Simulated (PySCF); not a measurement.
Geometry:
```csv
atom,x (Å),y (Å),z (Å)
C1,-2.779,-0.167,-0.892
O2,-1.910,0.389,0.059
C3,-0.545,0.334,-0.298
C4,0.251,1.204,0.690
C5,1.585,0.516,0.856
C6,2.312,0.138,-0.401
C7,1.471,-0.878,0.314
C8,0.065,-1.084,-0.198
H9,-2.619,-1.245,-1.013
H10,-2.660,0.317,-1.871
H11,-3.789,0.007,-0.525
H12,-0.433,0.717,-1.326
H13,0.343,2.230,0.334
H14,-0.289,1.218,1.637
H15,2.154,0.742,1.745
H16,3.384,0.028,-0.345
H17,1.966,0.534,-1.343
H18,1.955,-1.719,0.791
H19,-0.511,-1.662,0.528
H20,0.043,-1.607,-1.155
```

Computed data (PySCF): GFN2-xTB structure, PBE0/pcSseg-1 with gauge-including orbitals. One averaged value for each set of equivalent atoms, no solvent model, relativity neglected, single conformer.

Referencing at the same level of theory: ¹³C vs TMS.

Problem. Do the ¹³C shifts follow the atomic charges (in e)? Tabulate both.

Solution. 
| atoms | hybridisation | δ (ppm) | σ para (ppm) | Hirshfeld | IAO | Mulliken | ESP-fitted |
| --- | --- | --- | --- | --- | --- | --- | --- |
| C3 | sp3 | 83.5 | -143 | +0.05 | +0.09 | -0.05 | +0.45 |
| C1 | sp3 | 59.9 | -116 | -0.04 | -0.20 | -0.02 | -0.10 |
| C4/C8 | sp3 | 38.4 | -97 | -0.08 | -0.28 | -0.06 | -0.33 |
| C5/C7 | sp3 | 18.8 | -83 | -0.04 | -0.14 | -0.26 | -0.02 |
| C6 | sp3 | 11.2 | -79 | -0.10 | -0.31 | -0.13 | -0.42 |

Correlation coefficients of δ with charge over these carbons: Hirshfeld +0.84, IAO +0.75, Mulliken +0.71, ESP-fitted +0.78; with the paramagnetic shielding -0.99. With so few points these coefficients are fragile. Charge is one influence among several: hybridisation and low-lying excitations act through the paramagnetic term.

Shifts are as computed. Against solution values, carbons near 30 ppm lie about +3 ppm off and those near 130 ppm about +5 ppm. Of 1211 compounds with measured shifts, 218 miss one by over three times the rms of a fit or turn the order of signals round; such compounds aren't used in these exercises.
